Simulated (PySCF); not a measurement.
Molecule: 3,4-dimethylphosphinine, C7H9P.

Geometry:
| atom | x (Å) | y (Å) | z (Å) |
| --- | --- | --- | --- |
| C1 | -0.736 | 2.386 | 0.071 |
| C2 | 0.120 | 1.186 | -0.212 |
| C3 | 1.501 | 1.358 | -0.367 |
| C4 | 2.409 | 0.340 | -0.633 |
| P5 | 1.996 | -1.333 | -0.818 |
| C6 | 0.280 | -1.234 | -0.580 |
| C7 | -0.477 | -0.091 | -0.317 |
| C8 | -1.965 | -0.221 | -0.144 |
| H9 | -1.503 | 2.530 | -0.707 |
| H10 | -0.132 | 3.303 | 0.121 |
| H11 | -1.275 | 2.284 | 1.027 |
| H12 | 1.887 | 2.379 | -0.270 |
| H13 | 3.466 | 0.610 | -0.732 |
| H14 | -0.266 | -2.183 | -0.644 |
| H15 | -2.511 | 0.374 | -0.893 |
| H16 | -2.287 | -1.266 | -0.241 |
| H17 | -2.289 | 0.145 | 0.844 |

Geometry PBE0-D3(BJ)/def2-SVP throughout; GIAO in PySCF 2.14, gas phase, one conformer, non-relativistic; equivalent atoms averaged; basis pcSseg-1.

For orientation, B97-2 gives these absolute shieldings σ: C6 23.1, C4 24.5, C8 157.5, C1 158.8, P5 108.5, H13 22.70, H14 22.77, H15/H16/H17 28.98, H9/H10/H11 29.03 ppm.

A run gave: C6 12.8, C4 14.3, C8 148.0, C1 149.3, P5 71.8, H13 22.87, H14 22.92, H15/H16/H17 29.00, H9/H10/H11 29.05 ppm (absolute shieldings σ).

Problem. Which functional was used in that run?
A. HF
B. OPBE
C. KT2
D. LDA
E. BLYP

Solution. E. C1 tells them apart best: BLYP gives 149.3, HF gives 168.6, KT2 gives 158.4, OPBE gives 160.0, LDA gives 154.9 ppm.
